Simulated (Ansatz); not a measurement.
Species: BNH, charge 0, doublet. BNH (SMILES B=[N], doublet).
B3LYP-D3(BJ)/def2-TZVP minimum from Ansatz (a quantum-chemistry and plane-wave program):
```xyz
3

B      0.0000     0.0000    -0.6130
N      0.0000     0.0000     0.6925
H      0.0000     0.0000    -1.7820
```
Charge 0, spin multiplicity 2.

Total energies in hartree (Ansatz). UHF or UKS for unpaired electrons; spin-orbit terms are left out. Correlated methods leave the cores frozen. No relativity. Where a partner has so few electrons that a lower coupled-cluster level is exact, that level stands in. The UHF reference of HBN (B=[N], doublet) is spin-contaminated (<S^2> up to 0.03 over the pure value in the sets run).

| species | HF/cc-pVTZ | CCSD(T)/cc-pVTZ | HF/cc-pVQZ | CCSD(T)/cc-pVQZ | CCSDT(Q)/cc-pVQZ |
|---|---|---|---|---|---|
| 1: BNH (SMILES B=[N], doublet) | -79.66037 | -79.94146 | -79.66593 | -79.96304 | -79.96470 |
| 2: B (doublet) | -24.53207 | -24.59810 | -24.53297 | -24.60084 | -24.60125 |
| 3: N (quartet) | -54.40069 | -54.51471 | -54.40372 | -54.52482 | -54.52521 |
| 4: H (doublet) | -0.49981 | -0.49981 | -0.49995 | -0.49995 | -0.49995 |

Q: Work out the atomisation energy (electronic, to ground-state atoms) in kJ/mol: take Hartree-Fock from cc-pVQZ, extrapolate the CCSD(T) correlation energy as X^-3 (X = 3, 4), and add CCSDT(Q) - CCSD(T) in cc-pVQZ. 1 hartree = 2625.5 kJ/mol.

A: 
Species 1: correlation (64·(-0.29711) - 27·(-0.28109))/37 = -0.30880; step -0.00166; E1 = -79.66593 + (-0.30880) + (-0.00166) = -79.97639
Species 2: correlation (64·(-0.06787) - 27·(-0.06603))/37 = -0.06921; step -0.00041; E2 = -24.53297 + (-0.06921) + (-0.00041) = -24.60259
Species 3: correlation (64·(-0.12110) - 27·(-0.11402))/37 = -0.12627; step -0.00039; E3 = -54.40372 + (-0.12627) + (-0.00039) = -54.53038
Species 4: correlation (64·(0.00000) - 27·(0.00000))/37 = 0.00000; step +0.00000; E4 = -0.49995 + (0.00000) + (+0.00000) = -0.49995
-1·E1 +1·E2 +1·E3 +1·E4 = 0.34347 hartree = 901.8 kJ/mol.
